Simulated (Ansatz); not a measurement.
AlB₅. Charge 0, multiplicity 3. Geometry PBE0-D4/def2-SVP, that of the neutral singlet; atoms count from 1.

Cartesian coordinates in Å:
```
B 0.021 0.246 -1.815
B 0.350 0.202 0.991
B 0.706 0.725 -0.487
B -0.532 -0.479 -0.224
B -1.094 -0.829 -1.647
Al 0.548 0.134 3.182
```

The charge 0 triplet is spin-contaminated (final ⟨S²⟩ up to 2.22, 2.00 for a pure state). At PBE0-D4/def2-TZVP a singlet of charge 0 lies 0.45 eV below the triplet at the same geometry. That singlet is doubtful there (restricted singlet, unstable towards broken spin symmetry at other levels and untested here). The structure comes from a short search, and lower isomers may exist.

(1) Estimate the Mulliken populations from the PBE0/def2-TZVP orbitals of Ansatz.

(2) Where does the spin sit?

(3) And the Mayer bond orders between bonded heavy atoms (over 0.3)?

Results:

(1) 
```csv
atom,charge (e),spin (α − β)
B1,0.02,0.07
B2,-0.06,0.84
B3,-0.12,-0.25
B4,-0.09,-0.21
B5,-0.07,0.74
Al6,0.32,0.81
```
Mulliken values and Mayer orders depend strongly on the basis.

(2) Summed by element: B 1.19, Al 0.81, of 2 unpaired in all. Largest on single atoms: B2 0.84, Al6 0.81, B5 0.74.

(3) B1–B3 1.21 (1.57 Å); B1–B4 0.62 (1.83 Å); B1–B5 1.44 (1.56 Å); B2–B3 1.17 (1.61 Å); B2–B4 0.94 (1.65 Å); B2–Al6 0.83 (2.20 Å); B3–B4 0.70 (1.75 Å); B4–B5 1.24 (1.57 Å).
